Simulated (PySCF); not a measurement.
Sb2, SMILES [Sb]#[Sb] (connectivity only; charge and spin as stated), charge +1, multiplicity 2.

Coordinates come from a B3LYP-D3(BJ)/def2-TZVP optimisation. The spin state was assumed, not searched. The def2 effective core potentials stand for the cores of Sb; spin–orbit coupling is left out.

Computed with PySCF 2.14.0 with B3LYP-D3(BJ)/def2-TZVP.

Frequencies are harmonic and unscaled.

```
mode  ν (cm⁻¹)  IR (km/mol)  moving atoms (share of kinetic energy)
----  --------  -----------  --------------------------------------
1          250          0.0                                Sb 100 %
```
